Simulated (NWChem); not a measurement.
The numbers come from NWChem runs, not from measurements. System: H₄HfS, charge 0, spin multiplicity 1, at a geometry optimised with B3LYP/def2-SVP with def2 effective core potentials on Hf. The structure started from a generated list of species. Level: CCSD(T)/def2-SVP with def2 effective core potentials on Hf, 5 core orbitals frozen.

Job file:

```
start mol
memory heap 100 mb stack 700 mb global 1900 mb
geometry units angstroms nocenter noautoz
  Hf    -0.029613     0.428340     0.000000
  H     -1.827850     0.870878     0.000000
  H      0.794958     1.140305     1.492749
  H      0.794958     1.140305    -1.492749
  S      0.219354    -1.993730     0.000000
  H     -1.139583    -2.092307     0.000000
  symmetry group Cs
end
basis spherical
  * library def2-svp
end
ecp
  Hf library def2-ecp
end
scf
  rhf
  nopen 0
  maxiter 100
  thresh 1e-7
  semidirect memsize 60000000 filesize 0
end
ccsd
  freeze core 5
  maxiter 60
end
task ccsd(t) energy
```

Output (cleaned and shortened):

```
             Northwest Computational Chemistry Package (NWChem) 7.3.0
             --------------------------------------------------------

                                NWChem Input Module
                                -------------------

 Scaling coordinates for geometry "geometry" by  1.889725989
 (inverse scale =  0.529177249)

 Turning off AUTOSYM since
 SYMMETRY directive was detected!

                             Geometry "geometry" -> ""
                             -------------------------

 Output coordinates in angstroms (scale by  1.889725989 to convert to a.u.)

  No.       Tag          Charge          X              Y              Z
 ---- ---------------- ---------- -------------- -------------- --------------
    1 Hf                  72.0000    -0.02961300     0.42834000     0.00000000
    2 H                    1.0000    -1.82785000     0.87087800     0.00000000
    3 H                    1.0000     0.79495800     1.14030500     1.49274900
    4 H                    1.0000     0.79495800     1.14030500    -1.49274900
    5 S                   16.0000     0.21935400    -1.99373000     0.00000000
    6 H                    1.0000    -1.13958300    -2.09230700     0.00000000

 Effective nuclear repulsion energy (a.u.)     340.4064297618

            Nuclear Dipole moment (a.u.)
            ----------------------------
        X                 Y               Z
 ---------------- ---------------- ----------------
     0.0000207870    -0.0000359048     0.0000000000

      Symmetry information
      --------------------

 Group name             Cs
 Group number              2
 Group order               2
 No. of unique centers     5

      Symmetry unique atoms

     1    2    3    5    6


 Summary of "ao basis" -> "" (spherical)
 ------------------------------------------------------------------------------
       Tag                 Description            Shells   Functions and Types
 ---------------- ------------------------------  ------  ---------------------
 *                          def2-svp                  on all atoms

 Summary of "ao basis" -> "ao basis" (spherical)
 ------------------------------------------------------------------------------
       Tag                 Description            Shells   Functions and Types
 ---------------- ------------------------------  ------  ---------------------
 Hf                         def2-svp                12       32   6s3p2d1f
 H                          def2-svp                 3        5   2s1p
 S                          def2-svp                 8       18   4s3p1d

                                 NWChem SCF Module
                                 -----------------

  ao basis        = "ao basis"
  functions       =    70
  atoms           =     6
  closed shells   =    16
  open shells     =     0
  charge          =   0.00
  wavefunction    = RHF
  use symmetry    = T
  symmetry adapt  = T

 Summary of "ao basis" -> "ao basis" (spherical)
 ------------------------------------------------------------------------------
       Tag                 Description            Shells   Functions and Types
 ---------------- ------------------------------  ------  ---------------------
 Hf                         def2-svp                12       32   6s3p2d1f
 H                          def2-svp                 3        5   2s1p
 S                          def2-svp                 8       18   4s3p1d

      Symmetry analysis of basis
      --------------------------
[...]
task        27 out of       528 done   5%  at       1.1 secs
task        53 out of       528 done  10%  at       1.5 secs
task        80 out of       528 done  15%  at       2.0 secs
task       106 out of       528 done  20%  at       2.4 secs
task       132 out of       528 done  25%  at       2.5 secs
task       159 out of       528 done  30%  at       2.8 secs
task       188 out of       528 done  35%  at       2.9 secs
task       212 out of       528 done  40%  at       3.2 secs
task       238 out of       528 done  45%  at       3.5 secs
task       264 out of       528 done  50%  at       3.7 secs
task       291 out of       528 done  55%  at       3.9 secs
task       317 out of       528 done  60%  at       4.0 secs
task       344 out of       528 done  65%  at       4.1 secs
task       370 out of       528 done  70%  at       4.3 secs
task       396 out of       528 done  75%  at       4.5 secs
task       423 out of       528 done  80%  at       4.7 secs
task       449 out of       528 done  85%  at       4.9 secs
task       476 out of       528 done  90%  at       5.1 secs
task       502 out of       528 done  95%  at       5.3 secs
task       528 out of       528 done 100%  at       5.4 secs
 commencing triples evaluation - blocking       1
 ccsd(t): done        1 out of       54 progress:    1.9%
 ccsd(t): done        2 out of       54 progress:    3.7%
 ccsd(t): done        3 out of       54 progress:    5.6%
 ccsd(t): done        4 out of       54 progress:    7.4%
 ccsd(t): done        5 out of       54 progress:    9.3%
 ccsd(t): done        6 out of       54 progress:   11.1%
 ccsd(t): done        7 out of       54 progress:   13.0%
 ccsd(t): done        8 out of       54 progress:   14.8%
 ccsd(t): done        9 out of       54 progress:   16.7%
 ccsd(t): done       10 out of       54 progress:   18.5%
 ccsd(t): done       11 out of       54 progress:   20.4%
 ccsd(t): done       12 out of       54 progress:   22.2%
 ccsd(t): done       13 out of       54 progress:   24.1%
 ccsd(t): done       14 out of       54 progress:   25.9%
 ccsd(t): done       15 out of       54 progress:   27.8%
 ccsd(t): done       16 out of       54 progress:   29.6%
 ccsd(t): done       17 out of       54 progress:   31.5%
 ccsd(t): done       18 out of       54 progress:   33.3%
 ccsd(t): done       19 out of       54 progress:   35.2%
 ccsd(t): done       20 out of       54 progress:   37.0%
 ccsd(t): done       21 out of       54 progress:   38.9%
 ccsd(t): done       22 out of       54 progress:   40.7%
 ccsd(t): done       23 out of       54 progress:   42.6%
 ccsd(t): done       24 out of       54 progress:   44.4%
 ccsd(t): done       25 out of       54 progress:   46.3%
 ccsd(t): done       26 out of       54 progress:   48.1%
 ccsd(t): done       27 out of       54 progress:   50.0%
 ccsd(t): done       28 out of       54 progress:   51.9%
 ccsd(t): done       29 out of       54 progress:   53.7%
 ccsd(t): done       30 out of       54 progress:   55.6%
 ccsd(t): done       31 out of       54 progress:   57.4%
 ccsd(t): done       32 out of       54 progress:   59.3%
 ccsd(t): done       33 out of       54 progress:   61.1%
 ccsd(t): done       34 out of       54 progress:   63.0%
 ccsd(t): done       35 out of       54 progress:   64.8%
 ccsd(t): done       36 out of       54 progress:   66.7%
 ccsd(t): done       37 out of       54 progress:   68.5%
 ccsd(t): done       38 out of       54 progress:   70.4%
 ccsd(t): done       39 out of       54 progress:   72.2%
 ccsd(t): done       40 out of       54 progress:   74.1%
 ccsd(t): done       41 out of       54 progress:   75.9%
 ccsd(t): done       42 out of       54 progress:   77.8%
 ccsd(t): done       43 out of       54 progress:   79.6%
 ccsd(t): done       44 out of       54 progress:   81.5%
 ccsd(t): done       45 out of       54 progress:   83.3%
 ccsd(t): done       46 out of       54 progress:   85.2%
 ccsd(t): done       47 out of       54 progress:   87.0%
 ccsd(t): done       48 out of       54 progress:   88.9%
 ccsd(t): done       49 out of       54 progress:   90.7%
 ccsd(t): done       50 out of       54 progress:   92.6%
 ccsd(t): done       51 out of       54 progress:   94.4%
 ccsd(t): done       52 out of       54 progress:   96.3%
 ccsd(t): done       53 out of       54 progress:   98.1%
 ccsd(t): done       54 out of       54 progress:  100.0%
 Time for integral evaluation pass     1        5.52
 Time for triples evaluation pass      1        8.90

 pseudo-e(mp4)  -0.12683223033200E-01
 pseudo-e(mp5)   0.80274803099713E-03
        e(t)    -0.11880475002203E-01

 --------------
 CCSD(T) Energy
 --------------
 Reference energy:                    -447.188716511566497

 CCSD corr. energy:                     -0.389879820240913
 T(CCSD) corr. energy:                  -0.012683223033200
 Total CCSD+T(CCSD) energy:           -447.591279554840582

 CCSD corr. energy:                     -0.389879820240913
 (T) corr. energy:                      -0.011880475002203
 Total CCSD(T) energy:                -447.590476806809590

 routine      calls  cpu(0)   cpu-min  cpu-ave  cpu-max   i/o
 aoccsd          1     0.02     0.02     0.02     0.02    0.00
 iterdrv         1     0.02     0.02     0.02     0.02    0.00
 pampt          14     0.22     0.22     0.22     0.22    0.00
 t2pm           14     0.41     0.41     0.41     0.41    0.00
 sxy            14     0.97     0.97     0.97     0.97    0.00
 ints      3850532    70.95    70.95    70.95    70.95    0.00
 t2eri        7392    13.88    13.88    13.88    13.88    0.00
 idx2         7392     2.21     2.21     2.21     2.21    0.00
 idx34          14     0.19     0.19     0.19     0.19    0.00
 ht2pm          14     0.40     0.40     0.40     0.40    0.00
 itm            14     2.46     2.46     2.46     2.46    0.00
 pdiis          14     0.05     0.05     0.05     0.05    0.00
 triples         1     0.00     0.00     0.00     0.00    0.00
 rdtrpo          1     0.02     0.02     0.02     0.02    0.00
 trpmos          1     5.52     5.52     5.52     5.52    0.00
 trpdrv          1     1.08     1.08     1.08     1.08    0.00
 dovvv       78408     3.70     3.70     3.70     3.70    0.00
 doooo       78408     1.06     1.06     1.06     1.06    0.00
 tengy       71874     2.93     2.93     2.93     2.93    0.00
 Total               106.10   106.10   106.10   106.10    0.00

 Task  times  cpu:      111.8s     wall:      111.8s

 Total times  cpu:      111.9s     wall:      111.9s
```
